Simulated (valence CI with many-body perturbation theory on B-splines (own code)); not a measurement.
**Dy²⁷⁺ in brief**

Calculated by relativistic CI+MBPT: three valence electrons over a frozen Dirac-Fock core [Kr], a basis of 7 s, 7 p, 8 d, 6 f, 4 g, 1 h functions for each j, with the one-electron correlation potential Σ1, the two-electron term Σ2, the three-electron term Σ3, Breit, model QED; selected CI, second order for the rest, scaled by the run's own slope (own B-spline code, finite nucleus).

The last digits are not significant, and no measured levels were compared; by estimate large intervals hold to a few tenths of a per cent, small ones and those within an open d or f shell to about a per cent. Only levels of the ground parity were solved; by the run's estimate the other parity begins above the list, which can be wrong where configurations are misplaced.

Levels are named by their leading jj configuration (3d3/2^4 stands for four electrons in 3d with j = 3/2), which in mixed levels can hold well under half, so a name can repeat and another be missing.

Rates and lifetimes use the calculated energies. Strong lines usually hold to 10 to 20 %, long lifetimes can be off by a factor of two.

Task: What is the ground level?

Result: (4d3/2^3) J=3/2, composition 60 % 4d3 4F + 30 % 4d3 2D + 7 % 4d3 2P, g = 0.623.

Task: What is the ionisation energy?

Result: 969.61 eV; NIST lists 969 ± 4 eV (theoretical).

Task: Name the longest-lived excited levels whose lifetime is computed, and their main decay.

Result: (4d3/2^2 4d5/2) J=9/2 at 10.443 eV lives 780 ms, mostly by M1 to (4d3/2^2 4d5/2) J=7/2.

Task: How well does LS coupling describe the low levels?

Result: Among the lowest 19 levels the leading LS term, summed over configurations, holds 62 % on average. For single configurations the figures are 62 % in LS and 88 % in jj coupling. Terms mix most in the J = 3/2 level at 19.783 eV, where the leading one holds 41 %.
